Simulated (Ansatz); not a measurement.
# Strength of the N–Mg bond: C4H12MgN2 → C2H6MgN + C2H6N

Species: C4H12MgN2 `C[N](C)[Mg][N](C)C`, singlet; C2H6MgN `C[N](C)[Mg]`, doublet; C2H6N `C[N]C`, doublet. 

Shapes, held fixed at every level: PBE0-D4/def2-TZVP. Programs: Ansatz 0.2.0. Electronic energies: no zero-point or thermal term.

```json
{"level": "r2SCAN-D4/def2-TZVPP", "kind": "meta-GGA", "ΔE (kJ/mol)": "+258.7", "less CCSD(T)/def2-TZVPP": "-29.4"}
{"level": "B3LYP-D4/def2-TZVPP", "kind": "global hybrid", "ΔE (kJ/mol)": "+265.9", "less CCSD(T)/def2-TZVPP": "-22.2"}
{"level": "B2PLYP/def2-TZVPP", "kind": "double hybrid", "ΔE (kJ/mol)": "+279.3", "less CCSD(T)/def2-TZVPP": "-8.8"}
{"level": "MP2/def2-TZVPP", "kind": "perturbation theory", "ΔE (kJ/mol)": "+312.4", "less CCSD(T)/def2-TZVPP": "+24.3"}
{"level": "CCSD/def2-SVP", "kind": "coupled cluster or CI", "ΔE (kJ/mol)": "+287.5", "less CCSD(T)/def2-TZVPP": "-0.6"}
{"level": "CCSD/def2-TZVPP", "kind": "coupled cluster or CI", "ΔE (kJ/mol)": "+279.4", "less CCSD(T)/def2-TZVPP": "-8.7"}
{"level": "CCSD(T)/def2-TZVPP", "kind": "coupled cluster or CI", "ΔE (kJ/mol)": "+288.1", "less CCSD(T)/def2-TZVPP": "0.0"}
```

The highest level, CCSD(T)/def2-TZVPP, gives ΔE = +288.1 kJ/mol; the levels span +258.7 to +312.4. The column of differences is taken from that level and isn't an error. No measured value is set beside it here. Open shells run unrestricted unless RO is named. Correlated rows may include outer-core shells of Mg, which these sets cover unevenly.
